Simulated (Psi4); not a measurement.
A dimer, CH4 ··· CHF3 (SMILES C and FC(F)F); the first 5 atoms form monomer A.

```
10

C      0.0000     0.0000     0.0000
H      0.9347    -0.5591    -0.0043
H      0.1635     0.9839    -0.4375
H     -0.3512     0.1122     1.0248
H     -0.7470    -0.5370    -0.5830
F     -4.6198     0.9630     1.3862
C     -4.2977    -0.2690     0.9686
F     -4.7193    -1.1522     1.8841
F     -2.9630    -0.3528     0.8793
H     -4.7575    -0.4745     0.0017
```

### Question
What interaction energy does SAPT0/jun-cc-pVDZ, frozen core in Psi4 give, and which attractive term is the largest?

### Answer
Total 0.39 kcal/mol: electrostatics -0.39, exchange 1.53, induction -0.12, dispersion -0.63. The most attractive term is dispersion.
